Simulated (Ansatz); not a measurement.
A structure relaxed at PBE-D4/def2-SVP in Ansatz, charge 0, singlet:

```xyz
5

Ti    0.097    1.554   -0.253
Ti    0.439   -0.667    1.346
S     0.687   -2.234    0.027
S     0.253    0.809   -2.170
S    -1.476    0.537    1.051
```

**Question.** Give its formula and point group.

**Answer.** Ti2S3. Point group Cs (tolerance 0.1 Å).

**Question.** Summarise the bond lengths by kind (pairs closer than 1.2 times the sum of covalent radii, bridged metal pairs left out).

**Answer.** 4 × S–Ti 2.06 to 2.28 Å.

The restricted singlet is unstable towards broken spin symmetry at other levels; at PBE-D4/def2-SVP this wasn't settled. Another isomer (singlet) lies 3.12 eV lower at PBE0-D4/def2-TZVP; other spin states weren't run for this one.
